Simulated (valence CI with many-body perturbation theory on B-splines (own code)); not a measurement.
Sensitivity of CI+MBPT for Ne IV

Method: relativistic CI+MBPT: five valence electrons over a frozen Dirac-Fock core [He], radial functions for each j: 6 s, 6 p, 5 d, 3 f, 1 g, with the one-electron correlation potential Σ1, the two-electron term Σ2, the three-electron term Σ3, Breit, model QED; selected CI, second order for the rest, scaled by the run's own slope (own B-spline code, finite nucleus).

Against 8 measured levels this calculation errs by 186 cm⁻¹ on average and by 249 at most. These come from a selection out of Moore, Atomic Energy Levels, vol. I, NSRDS-NBS 35 (1971 reprint of NBS Circular 467, 1949), an old analysis. Levels without a partner in it may be off by more. Among the levels kept, up to 1900 cm⁻¹ of a level comes from second order outside the variational space, and about a tenth of that is noise between levels of different J, which matters for small intervals.

The reference run has the lowest level 2s²2p³ ⁴S°_3/2 and an ionisation energy of 97.1578 eV. Its largest variational space holds 10557 state functions.

Changed runs:
A. correlating orbitals by l 3 3 3 2 1 → 5 1 4 0 2
B. averaging of valence orbitals over low configurations on → off
C. Breit term on → off
D. scale of Σ1 1 → 2 (bad on purpose)

Excitation energies of the reference run in cm⁻¹, and shifts in cm⁻¹:

| Level | Reference | A | B | C | D |
| --- | --- | --- | --- | --- | --- |
| 2s²2p³ ²D°_5/2 | 41675 | +1473 | +0.9 | +60 | +64 |
| 2s²2p³ ²D°_3/2 | 41716 | +1477 | +1.4 | -22 | +63 |
| 2s²2p³ ²P°_1/2 | 62984 | +1202 | +1.5 | -15 | +64 |
| 2s²2p³ ²P°_3/2 | 62990 | +1201 | +0.9 | +1.2 | +64 |
| 2s2p⁴ ⁴P_5/2 | 184006 | -497 | +15 | +8.1 | -580 |
| 2s2p⁴ ⁴P_3/2 | 184616 | -493 | +16 | +4.2 | -573 |
| 2s2p⁴ ⁴P_1/2 | 184936 | -491 | +16 | +41 | -570 |
| 2s2p⁴ ²D_5/2 | 254686 | +971 | +14 | +43 | -512 |
| 2s2p⁴ ²D_3/2 | 254706 | +975 | +14 | +12 | -512 |
| 2s2p⁴ ²S_1/2 | 300510 | +852 | +12 | -33 | -462 |
| 2s2p⁴ ²P_3/2 | 320803 | +1958 | +7.6 | -0.3 | -520 |
| 2s2p⁴ ²P_1/2 | 321522 | +1958 | +6.9 | +32 | -512 |
| Ionisation energy (eV) | 97.1578 | -0.1217 | -0.00026 | +0.0012 | +0.1360 |
